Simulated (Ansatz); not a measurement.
Isolated molecules relaxed with PBE0-D4/def2-TZVP in Ansatz; ΔE leaves out vibrations. CCSD(T)/CBS is the MP2 limit (def2-TZVPP, def2-QZVPP) plus CCSD(T) − MP2 in def2-TZVPP, frozen cores. This one scheme is used for every species. DFT in def2-TZVPP. HSE06 is defined as in plane-wave codes. No spin–orbit coupling; open shells (•) take unrestricted orbitals. One conformer a species, not always the lowest.

Consider the homolysis of the Al–O bond: `[OH][Al]([F])[O][SiH3]` → `[F][Al][O][SiH3]`• + `[OH]`•.

`[OH][Al]([F])[O][SiH3]`:

Z-matrix (Å, degrees):
```
Si
O 1 1.627
H 1 1.486 2 110.0
H 1 1.486 2 109.4 3 119.7
H 1 1.486 2 110.3 3 -120.5
Al 2 1.669 1 167.2 3 71.7
F 6 1.638 2 119.8 1 -1.3
O 6 1.679 2 123.0 1 178.7
H 8 0.955 6 123.0 2 -0.0
```

`[F][Al][O][SiH3]`•:

Cartesian coordinates in Å:
```
F -1.521 0.931 -2.804
Al -1.788 0.449 -1.248
O -0.494 0.082 -0.247
Si 0.678 -0.280 0.825
H 0.202 -0.020 2.209
H 1.044 -1.715 0.703
H 1.879 0.554 0.563
```

`[OH]`•:

```xyz
2

O     0.436   -0.115   -0.183
H    -0.436    0.115    0.183
```

CCSD(T)/CBS gives +5.76 eV.

**Question.** Another level gave +5.41 eV. Which?
A. r2SCAN/def2-TZVPP
B. HSE06/def2-TZVPP
C. RPA@PBE/def2-TZVPP
D. CAM-B3LYP-D4/def2-TZVPP

**Answer.** B. HSE06 5.41, r2SCAN 5.46, RPA@PBE/def2-TZVPP 5.25, CAM-B3LYP-D4 5.60 eV.

Largest T1 diagnostic among the species: 0.014.

Leaving LDA and LC-ωPBE aside and taking each functional with its dispersion term where it has one, the values, not all of them listed here, spread over 0.44 eV, from revPBE-D4 to ωB97M-V. LDA lies +0.80 eV from PBE without D4, its usual overbinding. In def2-TZVPP, CCSD(T) changes the Hartree–Fock value by +1.41 eV (the triples alone add +0.08 eV) and MP2 by +1.67 eV; breaking electron pairs costs correlation energy, which Hartree–Fock lacks.
